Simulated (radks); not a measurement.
The numbers below are computed, except where a source is named.
The mean radii <r> (bohr) of the occupied orbitals of an atom or ion are listed with their occupations. Level of theory: Dirac Kohn-Sham, PBE, spin-unpolarised, spherical densities, finite nucleus; Fermi nuclear charge, rms radius of each element as measured or else 0.836 A^(1/3) + 0.57 fm (a radial shooting solver on a logarithmic mesh with Libxc functionals).

orbital  occ.      <r>
1s1/2       2  0.04149
2s1/2       2   0.1832
2p1/2       2   0.1573
2p3/2       4   0.1613
3s1/2       2   0.5258
3p1/2       2   0.5274
3p3/2       4   0.5375
3d3/2       4   0.5379
3d5/2       5   0.5415
4s1/2       2    1.486
4p1/2       2    1.730
4p3/2       4    1.767
5s1/2       1    5.310

Name the element and its charge. Open shells, if any, fill j = l - 1/2 first.

Answer. Z = 36, krypton, charge 0: Kr in [Ar] 3d9 4s2 4p6 5s1. The 1s radius gives Z: for a bare nucleus <r> = (2 gamma + 1)/(2Z) with gamma = sqrt(1 - (Z/c)^2), 0.04069 bohr for Z = 36, and screening makes it slightly larger (0.04149 here). The occupations add up to 36, and the charge is Z minus that.
